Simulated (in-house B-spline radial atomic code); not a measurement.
# RPA and G0W0 on SCAN: the cerium ion Ce⁷⁺

Configuration [Kr] 4d10 5s2 5p3, highest spin, mean-field start SCAN. Computed with a B-spline radial code for spherical atoms: all electrons, scalar-relativistic (spin-free one-electron X2C), finite nucleus, each spin shell either full or empty, empty states to l = 9 with an (l + 1/2)⁻⁴ tail; G0W0 by contour deformation at full frequency.

Spin-orbit coupling, left out, splits p levels strongly here.

Command:
```bash
python run_gw.py task.json out
```
Settings (radii: box in bohr, nucleus in fm):
```
Z                        58
electrons                51
configuration            [Kr] 4d10 5s2 5p3
hamiltonian              x2c
method                   scan,scan
lmax                     9
rms_radius               4.8771
spin_polarised           True
box_radius               8.41
intervals                66
```

Run time, properties included: 7.2 s on 1 thread of Arm Neoverse N1 (shared host).

Energies (hartree):

```
                                     term        value
                         mean-field total  -8848.76625
Hartree-Fock functional on these orbitals  -8845.20302
                      direct second order      -4.7035
                    second-order exchange       1.2858
                         SOSEX correction        1.205
```

Q: What is the RPA correlation energy, and what remains with SOSEX?

A: RPA gives -4.1609 hartree (-2.22 eV per electron); RPA + SOSEX gives -2.9559, and the second-order doubles -3.4177 hartree (no singles). SOSEX takes back 29 % of the RPA value.

Quasi-particle levels (eV):

| level | occupied | mean field | Σx - vxc | Σc | QP weight | G0W0 |
| --- | --- | --- | --- | --- | --- | --- |
| 5p up | yes | -103.41 | -6.10 | ? | ? | ? |
| 5s down | yes | -119.51 | -3.92 | -3.39 | 0.963 | -126.82 |
| 4d down | yes | -204.03 | -14.00 | 1.56 | 0.941 | -216.46 |
| 5p down | no | -98.14 | 8.25 | -3.38 | 0.890 | -93.27 |

G0W0 = mean field + (Σx - vxc) + Σc, with Σc (partial-wave tail included) taken at the quasi-particle energy. Only the outer levels were computed. Levels of low weight are left out.

Q: Where does G0W0 put 5p up?

A: At -110.03 eV, with Σc = -0.52 eV and a quasi-particle weight of 0.847. The tabulated removal energy is 106 ± 2.1 eV (NIST, tabulated theory); the calculation leaves out spin-orbit coupling, Breit and QED terms, and what these don't explain is the method's own error.
